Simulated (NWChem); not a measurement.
System: C$_{5}$H$_{6}$; SMILES C(C=C)#CC

Excerpt of the output:

```
             Northwest Computational Chemistry Package (NWChem) 7.3.0
             --------------------------------------------------------

                             Geometry "geometry" -> ""
                             -------------------------

 Output coordinates in angstroms (scale by  1.889725989 to convert to a.u.)

  No.       Tag          Charge          X              Y              Z
 ---- ---------------- ---------- -------------- -------------- --------------
    1 C                    6.0000     0.46753600     2.42005800     0.10199100
    2 C                    6.0000    -0.46163700     1.47369400    -0.10460400
    3 C                    6.0000    -0.21879600     0.07114600    -0.06112300
    4 C                    6.0000    -0.05784600    -1.13095900    -0.03378700
    5 C                    6.0000     0.15924800    -2.57341000     0.00452200
    6 H                    1.0000     1.50050600     2.16848900     0.32324900
    7 H                    1.0000     0.20989700     3.47367700     0.05319600
    8 H                    1.0000    -1.48597900     1.77698300    -0.32369200
    9 H                    1.0000     0.53148400    -2.89395400     0.98576900
   10 H                    1.0000     0.89696600    -2.88507000    -0.74567000
   11 H                    1.0000    -0.76907800    -3.12273700    -0.19425400

 Effective nuclear repulsion energy (a.u.)     135.7631988334

                              NWChem Property Module
                              ----------------------

  itol2e modified to match energy
  convergence criterion.

                                 NWChem DFT Module
                                 -----------------

 Summary of "ao basis" -> "ao basis" (spherical)
 ------------------------------------------------------------------------------
       Tag                 Description            Shells   Functions and Types
 ---------------- ------------------------------  ------  ---------------------
 C                           6-31g*                  6       14   3s2p1d
 H                           6-31g*                  2        2   2s

  itol2e modified to match energy
  convergence criterion.

            General Information
            -------------------
          SCF calculation type: DFT
          Wavefunction type:  closed shell.
          No. of atoms     :    11
          No. of electrons :    36
           Alpha electrons :    18
            Beta electrons :    18
          Charge           :     0
          Spin multiplicity:     1
          Use of symmetry is: off; symmetry adaption is: off
          Maximum number of iterations: 150
          AO basis - number of functions:    82
                     number of shells:    42
          Convergence on energy requested:  1.00D-07
          Convergence on density requested:  1.00D-05
          Convergence on gradient requested:  5.00D-04

              XC Information
              --------------
                         B3LYP Method XC Potential
                     Hartree-Fock (Exact) Exchange  0.200
                        Slater Exchange Functional  0.800 local
                    Becke 1988 Exchange Functional  0.720 non-local
              Lee-Yang-Parr Correlation Functional  0.810
                  VWN I RPA Correlation Functional  0.190 local

             Grid Information
             ----------------
          Grid used for XC integration:  fine
          Radial quadrature: Mura-Knowles
          Angular quadrature: Lebedev.
          Tag              B.-S. Rad. Rad. Pts. Rad. Cut. Ang. Pts.
          ---              ---------- --------- --------- ---------
          C                   0.70       70          13.0       590
          H                   0.35       60          13.0       590
          Grid pruning is: on
          Number of quadrature shells:   710
          Spatial weights used:  Erf1

      Superposition of Atomic Density Guess
      -------------------------------------

 Sum of atomic energies:        -191.29066598

      Non-variational initial energy
      ------------------------------

 Total energy =    -194.332706
 1-e energy   =    -523.782374
 2-e energy   =     193.686470
 HOMO         =      -0.260633
 LUMO         =      -0.015089

   convergence    iter        energy       DeltaE   RMS-Dens  Diis-err
 ---------------- ----- ----------------- --------- --------- ---------
 d= 0,ls=0.0,diis     1   -194.0048929903 -3.30D+02  1.39D-02  4.07D-01
 d= 0,ls=0.0,diis     2   -194.0465831847 -4.17D-02  4.78D-03  7.50D-02
 d= 0,ls=0.0,diis     3   -194.0453878884  1.20D-03  2.74D-03  8.62D-02
 d= 0,ls=0.0,diis     4   -194.0550148142 -9.63D-03  9.38D-04  1.05D-02
 d= 0,ls=0.0,diis     5   -194.0563774910 -1.36D-03  2.13D-04  2.50D-04
  Resetting Diis
 d= 0,ls=0.0,diis     6   -194.0564000704 -2.26D-05  7.81D-05  7.39D-05
 d= 0,ls=0.0,diis     7   -194.0564099944 -9.92D-06  3.02D-05  1.29D-06
 d= 0,ls=0.0,diis     8   -194.0564096283  3.66D-07  1.89D-05  3.80D-06
 d= 0,ls=0.0,diis     9   -194.0564101741 -5.46D-07  2.21D-06  4.76D-08
 d= 0,ls=0.0,diis    10   -194.0564101803 -6.23D-09  6.55D-07  3.00D-09

         Total DFT energy =     -194.056410180314
      One electron energy =     -528.192174274376
           Coulomb energy =      227.686904042733
    Exchange-Corr. energy =      -29.314338782062
 Nuclear repulsion energy =      135.763198833392

 Numeric. integr. density =       35.999999677930

                       DFT Final Molecular Orbital Analysis
                       ------------------------------------

 Vector   16  Occ=2.000000D+00  E=-3.183556D-01
              MO Center= -1.3D-01,  8.0D-01, -3.8D-02, r^2= 2.7D+00
   Bfn.  Coefficient  Atom+Function         Bfn.  Coefficient  Atom+Function
  ----- ------------  ---------------      ----- ------------  ---------------
    19      0.342705   2 C  pz               33      0.304443   3 C  pz
     5      0.235445   1 C  pz               23      0.212284   2 C  pz
    47      0.182692   4 C  pz               37      0.166823   3 C  pz
     9      0.150807   1 C  pz               51      0.097840   4 C  pz
    61     -0.088491   5 C  pz               17     -0.073960   2 C  px

 Vector   17  Occ=2.000000D+00  E=-2.527478D-01
              MO Center= -1.7D-01, -5.6D-01, -5.4D-02, r^2= 2.2D+00
   Bfn.  Coefficient  Atom+Function         Bfn.  Coefficient  Atom+Function
  ----- ------------  ---------------      ----- ------------  ---------------
    31      0.390298   3 C  px               45      0.383345   4 C  px
    49      0.244954   4 C  px               35      0.222687   3 C  px
    82      0.131680  11 H  s                 6     -0.120011   1 C  s
    76      0.113749   8 H  s                59     -0.107060   5 C  px
    81      0.106450  11 H  s                75      0.091436   8 H  s

[...]

          -----------------------------------------
          Chemical Shielding Tensors (GIAO, in ppm)
          -----------------------------------------

                                NWChem CPHF Module
                                ------------------

  scftype          =     RHF
  nclosed          =       18
  nopen            =        0
  variables        =     1152
  # of vectors     =        3
  tolerance        = 0.10D-03
  level shift      = 0.00D+00
  max iterations   =       50
  max subspace     =       30

 SCF residual:    3.7999066858439913E-005

Iterative solution of linear equations
  No. of variables     1152
  No. of equations        3
  Maximum subspace       30
        Iterations       50
       Convergence  1.0D-04

   iter   nsub   residual    time
   ----  ------  --------  ---------
     1      3    5.76D-01      33.9
     2      6    4.11D-02      37.0
     3      9    2.25D-03      39.9
     4     12    9.39D-05      42.9

      Atom:    1  C
        Diamagnetic
    262.3666      4.0504      3.8035
      4.0504    265.3971      1.0064
      3.8035      1.0064    245.6871

        Paramagnetic
   -226.7606     55.4315    -31.7252
     55.4315   -253.7345     10.8312
    -31.7252     10.8312    -84.8717

        Total Shielding Tensor
     35.6060     59.4819    -27.9217
     59.4819     11.6625     11.8376
    -27.9217     11.8376    160.8154

           isotropic =      69.3613
          anisotropy =     146.1053

          Principal Components and Axis System
                 1           2           3
              166.7649     81.9659    -40.6468

      1        -0.2109      0.7393     -0.6394
      2        -0.0063      0.6531      0.7572
      3         0.9775      0.1638     -0.1331

      Atom:    2  C
        Diamagnetic
    278.2318      2.0254      4.5325
      2.0254    267.1803      0.5016
      4.5325      0.5016    258.2704

        Paramagnetic
   -240.2357     54.1929    -32.3010
     54.1929   -234.4533     10.7573
    -32.3010     10.7573    -95.8311

        Total Shielding Tensor
     37.9961     56.2183    -27.7685
     56.2183     32.7271     11.2589
    -27.7685     11.2589    162.4392

           isotropic =      77.7208
          anisotropy =     135.9570

          Principal Components and Axis System
                 1           2           3
              168.3588     89.7322    -24.9285

      1        -0.2109      0.6883     -0.6941
      2        -0.0063      0.7091      0.7051
      3         0.9775      0.1531     -0.1452

      Atom:    3  C
        Diamagnetic
    230.1213    -13.6998      0.6541
    -13.6998    286.5313     -2.5850
      0.6541     -2.5850    226.8207

        Paramagnetic
   -187.7921    -20.0791     -0.5644
    -20.0791    -14.8866     -3.3020
     -0.5644     -3.3020   -185.8788

        Total Shielding Tensor
     42.3292    -33.7789      0.0897
    -33.7789    271.6447     -5.8870
      0.0897     -5.8870     40.9418

           isotropic =     118.3052
          anisotropy =     237.5346

          Principal Components and Axis System
                 1           2           3
              276.6616     40.9584     37.2957

      1        -0.1426     -0.2111      0.9670
      2         0.9895     -0.0060      0.1447
      3        -0.0248      0.9774      0.2098

      Atom:    4  C
        Diamagnetic
    242.6177     -9.6787      0.2747
     -9.6787    286.4267     -1.8171
      0.2747     -1.8171    241.1231

        Paramagnetic
   -187.1214    -16.2720      1.2901
    -16.2720    -69.6751     -2.7222
      1.2901     -2.7222   -193.3198

        Total Shielding Tensor
     55.4963    -25.9507      1.5648
    -25.9507    216.7516     -4.5393
      1.5648     -4.5393     47.8033

           isotropic =     106.6837
          anisotropy =     171.4054

          Principal Components and Axis System
                 1           2           3
              220.9540     51.6033     47.4940

      1        -0.1551      0.9651     -0.2111
      2         0.9875      0.1574     -0.0061
      3        -0.0273      0.2094      0.9775

      Atom:    5  C
        Diamagnetic
    258.3899     -0.1521     -0.0030
     -0.1521    259.2269     -0.0274
     -0.0030     -0.0274    258.4022

        Paramagnetic
    -80.2041     -2.5665     -0.1364
     -2.5665    -62.1853     -0.4527
     -0.1364     -0.4527    -79.6801

        Total Shielding Tensor
    178.1858     -2.7186     -0.1395
     -2.7186    197.0416     -0.4801
     -0.1395     -0.4801    178.7221

           isotropic =     184.6498
          anisotropy =      19.1805

          Principal Components and Axis System
                 1           2           3
              197.4368    178.7552    177.7575

      1        -0.1396     -0.2117      0.9673
      2         0.9899     -0.0058      0.1416
      3        -0.0244      0.9773      0.2103

      Atom:    6  H
        Diamagnetic
     40.5186     -0.8259      3.7214
     -0.8259     27.9641     -0.1482
      3.7214     -0.1482     24.0477

        Paramagnetic
    -13.7562      4.5415     -3.6025
      4.5415     -0.8367      0.9549
     -3.6025      0.9549      2.3048

        Total Shielding Tensor
     26.7624      3.7156      0.1188
      3.7156     27.1274      0.8068
      0.1188      0.8068     26.3525

           isotropic =      26.7474
          anisotropy =       6.0283

          Principal Components and Axis System
                 1           2           3
               30.7663     26.3217     23.1543

      1         0.6749     -0.2109      0.7071
      2         0.7225     -0.0063     -0.6914
      3         0.1502      0.9775      0.1481

      Atom:    7  H
        Diamagnetic
     25.9029     -2.0960      0.5732
     -2.0960     42.1633     -0.3299
      0.5732     -0.3299     23.3053

        Paramagnetic
      0.9048      5.0639     -0.5054
      5.0639    -14.8741      0.9749
     -0.5054      0.9749      3.2949

        Total Shielding Tensor
     26.8078      2.9679      0.0678
      2.9679     27.2892      0.6449
      0.0678      0.6449     26.6002

           isotropic =      26.8991
          anisotropy =       4.8072

          Principal Components and Axis System
                 1           2           3
               30.1039     26.5815     24.0119

      1         0.6635     -0.2109      0.7179
      2         0.7335     -0.0062     -0.6797
      3         0.1478      0.9775      0.1506

      Atom:    8  H
        Diamagnetic
     43.2329     -4.2835      4.4218
     -4.2835     28.0914     -0.8895
      4.4218     -0.8895     23.5634

        Paramagnetic
    -16.5937      5.2105     -3.8160
      5.2105      0.5982      1.1198
     -3.8160      1.1198      0.4297

        Total Shielding Tensor
     26.6392      0.9270      0.6057
      0.9270     28.6895      0.2304
      0.6057      0.2304     23.9931

           isotropic =      26.4406
          anisotropy =       3.9649

          Principal Components and Axis System
                 1           2           3
               29.0839     26.3771     23.8609

      1         0.3718      0.9040     -0.2111
      2         0.9243     -0.3816     -0.0061
      3         0.0861      0.1928      0.9775

      Atom:    9  H
        Diamagnetic
     26.1048     -2.4066      4.8848
     -2.4066     28.9165     -5.1259
      4.8848     -5.1259     36.6338

        Paramagnetic
      1.1214      0.7630     -2.2532
      0.7630      2.2656      2.1514
     -2.2532      2.1514     -3.9042

        Total Shielding Tensor
     27.2262     -1.6436      2.6316
     -1.6436     31.1821     -2.9746
      2.6316     -2.9746     32.7296

           isotropic =      30.3793
          anisotropy =       8.5878

          Principal Components and Axis System
                 1           2           3
               36.1045     28.9118     26.1216

      1         0.3288      0.0948      0.9396
      2        -0.5664      0.8159      0.1159
      3         0.7557      0.5703     -0.3220

      Atom:   10  H
        Diamagnetic
     34.8914      6.9372      2.3182
      6.9372     31.8839      1.5048
      2.3182      1.5048     24.5753

        Paramagnetic
     -2.8568     -3.4219     -1.0567
     -3.4219      0.9556     -0.7274
     -1.0567     -0.7274      1.8403

        Total Shielding Tensor
     32.0346      3.5153      1.2615
      3.5153     32.8395      0.7773
      1.2615      0.7773     26.4156

           isotropic =      30.4299
          anisotropy =       8.6285

          Principal Components and Axis System
                 1           2           3
               36.1822     28.9622     26.1453

      1         0.6650      0.7178     -0.2065
      2         0.7328     -0.6804     -0.0052
      3         0.1442      0.1479      0.9784
```

Level: B3LYP/6-31G* (spherical d), GIAO. Geometry: optimised at B3LYP/6-31G* (spherical d). The output numbers the shielded atoms by their place in the input's list. The printed shielding anisotropy is the first printed principal value minus the mean of the other two.

Question: Write an input that gives this output.

Answer: Several could match; the one computed here: the input that was run:
```
start job
memory heap 200 mb stack 900 mb global 1100 mb
geometry units angstroms noautosym nocenter noautoz
  C      0.467536     2.420058     0.101991
  C     -0.461637     1.473694    -0.104604
  C     -0.218796     0.071146    -0.061123
  C     -0.057846    -1.130959    -0.033787
  C      0.159248    -2.573410     0.004522
  H      1.500506     2.168489     0.323249
  H      0.209897     3.473677     0.053196
  H     -1.485979     1.776983    -0.323692
  H      0.531484    -2.893954     0.985769
  H      0.896966    -2.885070    -0.745670
  H     -0.769078    -3.122737    -0.194254
end
basis spherical
  * library 6-31g*
end
dft
  xc b3lyp
  iterations 150
end
property
  shielding 10 1 2 3 4 5 6 7 8 9 11
end
task dft property
```
